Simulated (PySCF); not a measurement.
Compound: C5H6ClF2O (doublet state).
Numbering: `[CH3:1][O:2][C@H:3]1[CH2:4][C:5]1[C:6]([F:7])([F:8])[Cl:9]` (hydrogens: H10, H11, H12 on C1; H13 on C3; H14, H15 on C4)

Cartesian coordinates in Å at the GFN2-xTB level; atoms count from 1:
```
atom  x, y, z in Å
C1    -1.7467   -0.1078    1.2903
O2    -1.2854    0.5168    0.1118
C3    -0.5533   -0.3072   -0.7222
C4     0.2946    0.3350   -1.8046
C5     0.9209   -0.2980   -0.6410
C6     1.8658    0.1764    0.3343
F7     3.1362    0.1854   -0.1012
F8     1.8653   -0.5389    1.4739
Cl9    1.5053    1.9377    0.8485
H10   -2.3584   -0.9866    1.0567
H11   -0.9117   -0.4135    1.9285
H12   -2.3487    0.6342    1.8098
H13   -1.0445   -1.2498   -0.9652
H14    0.3194   -0.1748   -2.7571
H15    0.3369    1.4142   -1.8844
```

The hyperfine couplings belong to this conformer and change with its torsions.

Method: UKS B3LYP, pcH-1 on C Cl F H O, non-relativistic, mean-field spin-orbit, GIAO (PySCF). One conformer (not necessarily the lowest) at the GFN2-xTB geometry, without solvent, vibrations or thermal averaging. A GFN2-xTB geometry isn't a minimum of the functional, and hyperfine couplings can be far from their values at a DFT geometry. The SCF solution wasn't tested for stability.

Principal values of hyperfine tensors in MHz (contact, dipolar and spin–orbit terms together), for some of the nuclei:

```csv
atom,isotope,A1,A2,A3
C5,13C,140.03,143.53,350.38
H14,1H,85.85,88.78,102.79
H15,1H,44.66,48.14,57.37
H13,1H,37.84,41.22,53.31
C4,13C,-26.34,-21.22,-12.90
C6,13C,-20.97,-18.56,-8.50
C3,13C,-19.21,-14.51,-10.63
Cl9,35Cl,-6.59,-5.15,51.66
```

Q: Give the isotropic coupling of each nucleus in MHz and in mT (g = 2.0045), and the anisotropic part.

A: a_iso = (A1 + A2 + A3)/3, Ti = Ai − a_iso; 1 mT corresponds to 28.056 MHz. The tensors hold a spin–orbit part: the run splits a_iso into a_FC + a_SO, and T includes its anisotropic share.

| atom | a_iso (MHz) | a_FC | a_SO | a_iso (mT) | T1 | T2 | T3 |
| --- | --- | --- | --- | --- | --- | --- | --- |
| C5 | 211.32 | 211.41 | -0.10 | 7.532 | -71.28 | -67.78 | 139.07 |
| H14 | 92.47 | 92.47 | 0.00 | 3.296 | -6.62 | -3.70 | 10.32 |
| H15 | 50.06 | 50.05 | 0.00 | 1.784 | -5.40 | -1.92 | 7.31 |
| H13 | 44.12 | 44.12 | 0.00 | 1.573 | -6.29 | -2.90 | 9.19 |
| C4 | -20.15 | -20.15 | 0.00 | -0.718 | -6.19 | -1.07 | 7.26 |
| C6 | -16.01 | -16.04 | 0.04 | -0.571 | -4.96 | -2.55 | 7.51 |
| C3 | -14.78 | -14.79 | 0.01 | -0.527 | -4.43 | 0.28 | 4.15 |
| Cl9 | 13.31 | 12.60 | 0.71 | 0.474 | -19.90 | -18.46 | 38.36 |

Q: What spin density at the nucleus of C5 lies behind its contact coupling (g_N = 1.40482)?

A: a_FC = (2μ0/3) gₑ μB g_N μN ρ(0)/(2S·h) = 800.24 MHz × g_N × ρ(0)/(2S), with ρ in bohr⁻³. With a_FC = 211.41 MHz and 2S = 1, ρ(0) = 0.1881 bohr⁻³.

Q: F7 (19F, g_N = 5.25774) isn't in the table. Its spin density at the nucleus is 0.01115 bohr⁻³. What is its contact coupling?

A: By the same relation, a_FC = 46.9 MHz. The spin–orbit term adds -0.27 MHz. Its full tensor has the principal values 22.55, 24.03, 93.33 MHz.

Q: Name the largest traceless tensor T of the table and describe it.

A: C5: -71.3, -67.8, 139.1 MHz, nearly axial, close to the ratio −1:−1:+2, the form that spin in one p orbital centred on that nucleus gives.

Q: What first-order splitting does C5 cause when the field lies along A1, A2 or A3 of its tensor (g taken as isotropic, no quadrupole term)?

A: 2 lines (I = 1/2), spaced by |A_i|/(g × 13.996): 4.99, 5.12, 12.49 mT along the axes of A1, A2 and A3.
